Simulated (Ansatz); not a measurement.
Ideal-gas functions of FH3OSiTe (`O[SiH](F)[TeH]`) at 500 K and 1 bar, from an Ansatz frequency run at PBE0-D4/def2-TZVP.

Molar mass 193.71 g/mol, point group C1 (symmetry number 1), electronic degeneracy 1, moments of inertia 78.957, 356.19, 412.299 u Å². Harmonic wavenumbers (cm⁻¹, unscaled): 107, 162, 192, 310, 342, 392, 542, 766, 824, 840, 894, 968, 2161, 2290, 3907.

Use S(trans) = R[1.5 ln M + 2.5 ln T − 1.1517]; rotational temperatures θ = 24.2544 K / I; S(rot) = R[ln(√π/σ · √(T³/θAθBθC)) + 1.5]; for each mode x = 1.438777 ν̃/T, S = R[x/(eˣ − 1) − ln(1 − e⁻ˣ)] and H = RT x/(eˣ − 1); 1 cm⁻¹ = 0.0119627 kJ/mol; R = 8.31446 J/(mol·K).

Q: By hand: the entropy, in J/(mol·K).

A: Translation 185.3. Rotation: θ = 0.3072, 0.0681, 0.0588 K, giving 122.6. Vibration, mode by mode: 18.14, 14.74, 13.35, 9.53, 8.78, 7.74, 5.41, 3.25, 2.85, 2.74, 2.43, 2.05, 0.12, 0.09, 0.00, in all 91.2. Electronic 0.0. Sum 399.1 J/(mol·K).

Q: By hand: H − E and G − E in kJ/mol, counted from the electronic energy.

A: Zero-point energy ½ × 14697 × 0.0119627 = 87.9; thermal vibration 23.8; translation, rotation and pV give 4 RT = 16.6. H − E = 128.3 kJ/mol, and G − E = 128.3 − 500 × 399.1/1000 = -71.2 kJ/mol.

Vibration gives 23 % of the entropy, 18.1 J/(mol·K) of it from the mode under 150 cm⁻¹: soft modes count most, and the harmonic formula is weakest for them. The sum counts one conformer and one mirror image; others add a mixing term.
